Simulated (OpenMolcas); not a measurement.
Yb3+: moving or changing the point charges

Yb3+ among 2 point charges of -1 e arranged as a linear pair (D∞h), 2.7 Å from the ion.

```json
{
 "Program": "OpenMolcas",
 "Method": "CASSCF",
 "Basis": "ANO-RCC-VDZP [7s6p4d2f1g]",
 "Scalar Hamiltonian": "DKH2, point nucleus",
 "Active space": "13 electrons in 7 orbitals (4f)",
 "State averaging": "2S+1 = 2 odd, 7 roots",
 "Spin-orbit coupling": "RASSI with atomic mean-field integrals over the reference wave functions"
}
```

Runs around this geometry, states (labels by Λ). Energies in cm-1 above the lowest state or level, χT in cm3 K/mol.

| R (Å) | Ground state | First state of that spin | First gap with spin-orbit (degeneracies) | Width of lowest J | χT at 300 K |
| --- | --- | --- | --- | --- | --- |
| 2.7 | 2Σ | 2Π 162.8 | 209.4 (2, 2) | 1062 | 2.425 |
| 2.9 | 2Σ | 2Π 125.7 | 165.0 (2, 2) | 855 | 2.465 |
| 3.19 | 2Σ | 2Π 89.9 | 120.6 (2, 2) | 641 | 2.504 |

Taking the width of the lowest J multiplet as R^-n, n = -ln(641 / 1062) / ln(3.19 / 2.7) = 3.0 between the shortest and longest distance.

Point charges carry no covalency, so the field is a model and not that of real ligands. No measured value stands beside these numbers.
